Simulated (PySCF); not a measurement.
# Basis-set dependence of population analyses: `C=C=CCBF`

Species: C4H6BF.
Structure used (PBE0-D3(BJ)/def2-SVP), in Å, numbered top down from 1:
```
atom  x, y, z in Å
C1    -2.624   -0.116    0.943
C2    -1.465   -0.209    0.342
C3    -0.304   -0.302   -0.258
C4     0.933   -0.919    0.330
B5     2.186    0.022    0.379
F6     3.217   -0.323    1.135
H7    -2.875    0.749    1.568
H8    -3.384   -0.899    0.841
H9    -0.219    0.123   -1.267
H10    1.258   -1.778   -0.295
H11    0.741   -1.347    1.328
H12    2.301    1.043   -0.265
```

PBE0 throughout (PySCF), one geometry, spherical d and f functions. Isolated species at its PBE0-D3(BJ)/def2-SVP geometry (one conformer only). Atoms taken as equivalent share a column and are averaged. The first 7 of 10 kinds of atom are listed.

Mulliken charges (e):

| basis | functions | C1 | C2 | C3 | C4 | B5 | F6 | H7/H8 |
| --- | --- | --- | --- | --- | --- | --- | --- | --- |
| STO-3G | 36 | -0.204 | -0.008 | -0.109 | -0.258 | +0.275 | -0.090 | +0.092 |
| 6-31G | 66 | -0.473 | +0.156 | -0.244 | -0.601 | +0.549 | -0.300 | +0.184 |
| pcSseg-0 | 66 | -0.400 | -0.134 | -0.202 | -0.905 | +0.693 | -0.311 | +0.240 |
| 6-31G* | 96 | -0.572 | +0.298 | -0.315 | -0.556 | +0.461 | -0.248 | +0.193 |
| cc-pVDZ | 114 | -0.109 | +0.051 | -0.244 | -0.060 | +0.212 | -0.089 | +0.074 |
| def2-SVP | 114 | -0.227 | +0.125 | -0.229 | -0.092 | +0.214 | -0.103 | +0.082 |
| aug-cc-pVDZ | 192 | +0.692 | -0.461 | +0.983 | +0.497 | +0.183 | -0.446 | -0.331 |
| 6-311+G(2d,p) | 198 | -0.691 | +0.976 | -0.587 | -0.606 | +0.431 | -0.291 | +0.136 |
| def2-TZVP | 222 | -0.310 | -0.008 | -0.178 | -0.231 | +0.244 | -0.224 | +0.147 |
| cc-pVTZ | 264 | -0.337 | +0.041 | -0.157 | -0.173 | +0.252 | -0.182 | +0.129 |
| IGLO-III | 270 | -0.232 | -0.083 | -0.065 | -0.392 | +0.570 | -0.344 | +0.117 |

IAO charges (e):

```json
{"basis": "STO-3G", "functions": "36", "C1": "-0.312", "C2": "+0.016", "C3": "-0.165", "C4": "-0.408", "B5": "+0.284", "F6": "-0.132", "H7/H8": "+0.143"}
{"basis": "6-31G", "functions": "66", "C1": "-0.365", "C2": "+0.021", "C3": "-0.185", "C4": "-0.444", "B5": "+0.414", "F6": "-0.288", "H7/H8": "+0.170"}
{"basis": "pcSseg-0", "functions": "66", "C1": "-0.353", "C2": "+0.021", "C3": "-0.185", "C4": "-0.446", "B5": "+0.404", "F6": "-0.271", "H7/H8": "+0.165"}
{"basis": "6-31G*", "functions": "96", "C1": "-0.355", "C2": "+0.019", "C3": "-0.180", "C4": "-0.436", "B5": "+0.448", "F6": "-0.294", "H7/H8": "+0.164"}
{"basis": "cc-pVDZ", "functions": "114", "C1": "-0.361", "C2": "+0.020", "C3": "-0.184", "C4": "-0.435", "B5": "+0.436", "F6": "-0.291", "H7/H8": "+0.166"}
{"basis": "def2-SVP", "functions": "114", "C1": "-0.350", "C2": "+0.019", "C3": "-0.178", "C4": "-0.432", "B5": "+0.439", "F6": "-0.290", "H7/H8": "+0.161"}
{"basis": "aug-cc-pVDZ", "functions": "192", "C1": "-0.372", "C2": "+0.019", "C3": "-0.189", "C4": "-0.443", "B5": "+0.444", "F6": "-0.302", "H7/H8": "+0.171"}
{"basis": "6-311+G(2d,p)", "functions": "198", "C1": "-0.372", "C2": "+0.019", "C3": "-0.189", "C4": "-0.446", "B5": "+0.449", "F6": "-0.305", "H7/H8": "+0.172"}
{"basis": "def2-TZVP", "functions": "222", "C1": "-0.371", "C2": "+0.020", "C3": "-0.188", "C4": "-0.446", "B5": "+0.453", "F6": "-0.306", "H7/H8": "+0.171"}
{"basis": "cc-pVTZ", "functions": "264", "C1": "-0.372", "C2": "+0.021", "C3": "-0.188", "C4": "-0.447", "B5": "+0.452", "F6": "-0.304", "H7/H8": "+0.171"}
{"basis": "IGLO-III", "functions": "270", "C1": "-0.373", "C2": "+0.019", "C3": "-0.189", "C4": "-0.447", "B5": "+0.451", "F6": "-0.306", "H7/H8": "+0.172"}
```

Hirshfeld charges (e):

```
        basis  functions      C1      C2      C3      C4      B5      F6   H7/H8
       STO-3G         36  -0.076  -0.037  -0.037  -0.071  +0.180  -0.026  +0.035
        6-31G         66  -0.115  -0.021  -0.056  -0.120  +0.227  -0.126  +0.056
     pcSseg-0         66  -0.112  -0.016  -0.051  -0.127  +0.231  -0.118  +0.054
       6-31G*         96  -0.116  -0.021  -0.057  -0.121  +0.228  -0.118  +0.055
      cc-pVDZ        114  -0.117  -0.013  -0.056  -0.136  +0.227  -0.112  +0.055
     def2-SVP        114  -0.119  -0.011  -0.056  -0.139  +0.234  -0.118  +0.055
  aug-cc-pVDZ        192  -0.123  -0.012  -0.064  -0.149  +0.245  -0.133  +0.058
6-311+G(2d,p)        198  -0.119  -0.016  -0.064  -0.143  +0.251  -0.140  +0.057
    def2-TZVP        222  -0.121  -0.013  -0.062  -0.144  +0.246  -0.135  +0.057
      cc-pVTZ        264  -0.122  -0.011  -0.061  -0.144  +0.244  -0.130  +0.057
     IGLO-III        270  -0.122  -0.011  -0.064  -0.148  +0.248  -0.136  +0.058
```

Which scheme is steadiest as the basis changes?

Largest range over the bases for any column: Hirshfeld 0.11 e, IAO 0.17 e, Mulliken 1.57 e. Hirshfeld charges move least and Mulliken charges most, counted in e. Without the minimal STO-3G basis the ranges are Hirshfeld 0.03, IAO 0.05, Mulliken 1.57 e.

How much do the charges still move between the two largest bases, cc-pVTZ and IGLO-III?

At most, over all atoms: Mulliken 0.318 e, IAO 0.002 e, Hirshfeld 0.006 e.

What do the same runs give for the total energy, the frontier levels and the dipole moment?

```tsv
basis	energy (Eh)	HOMO (eV)	LUMO (eV)	μ (D)
STO-3G	-276.7664	-5.09	2.72	0.66
6-31G	-280.3226	-7.03	-0.44	1.04
pcSseg-0	-279.7743	-7.31	-0.63	0.94
6-31G*	-280.3816	-6.94	-0.24	0.71
cc-pVDZ	-280.4035	-7.09	-0.52	0.79
def2-SVP	-280.1840	-7.16	-0.56	0.80
aug-cc-pVDZ	-280.4186	-7.23	-0.84	0.87
6-311+G(2d,p)	-280.4737	-7.25	-0.84	0.90
def2-TZVP	-280.4986	-7.22	-0.73	0.86
cc-pVTZ	-280.4897	-7.20	-0.68	0.85
IGLO-III	-280.5051	-7.24	-0.80	0.86
```

The dipole is fixed by the density alone, so its range of 0.38 D shows that the density itself changes with the basis, not only its division among atoms.
